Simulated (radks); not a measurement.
The numbers below are computed, except where a source is named.
Problem. These are the eigenvalues of the occupied orbitals of an atom or ion with whole-number occupations (Ry). Level of theory: scalar-relativistic Kohn-Sham, Slater X-alpha with alpha = 0.851, spin-polarised, spherical densities, finite nucleus; Fermi nuclear charge, rms radius of each element as measured or else 0.836 A^(1/3) + 0.57 fm (a radial shooting solver on a logarithmic mesh with Libxc functionals).

orbital  eigenvalue
1s        -327.9917
2s        -38.08902
2p        -31.88326
3s         -6.58542
3p         -4.97856

Which element is it, and in what charge state? The configuration may be excited. Open shells, if any, are filled with parallel spins first.

Solution. Z = 21, scandium, charge +3: Sc3+ in [Ar]. The list shows which subshells hold electrons but not how many an open one holds; the 1s level, -164 hartree, gives Z - s = 18.1 by -(Z - s)^2/2, which with screening and relativity narrows Z to a few neighbours, and the depths of the outer levels then fix element, charge and occupations together.
